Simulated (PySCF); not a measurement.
In(H)2(NHiPr), SMILES CC(C)[NH][InH2] (C₃H₁₀InN), singlet (GFN2-xTB optimised geometry):

```
15

In    -1.814     0.084     0.000
H     -2.568    -1.454    -0.085
H     -2.900     1.454     0.000
N      0.262     0.084     0.000
C      0.940     0.453     1.237
C      0.255    -0.252     2.401
C      2.408     0.024     1.149
H      0.675     0.615    -0.765
H      0.918     1.543     1.419
H      0.808    -0.113     3.327
H     -0.760     0.148     2.533
H      0.177    -1.316     2.176
H      2.931     0.273     2.069
H      2.464    -1.048     0.982
H      2.900     0.530     0.321
```

Level of theory: CAM-B3LYP/def2-TZVP, def2 effective core potentials past Kr run with PySCF.

Problem. What are the frontier orbital energies and the dipole moment?

Solution. HOMO-2 -9.97 eV, HOMO-1 -9.25 eV, HOMO -7.48 eV, LUMO -0.75 eV, LUMO+1 0.68 eV; dipole moment 1.09 D.
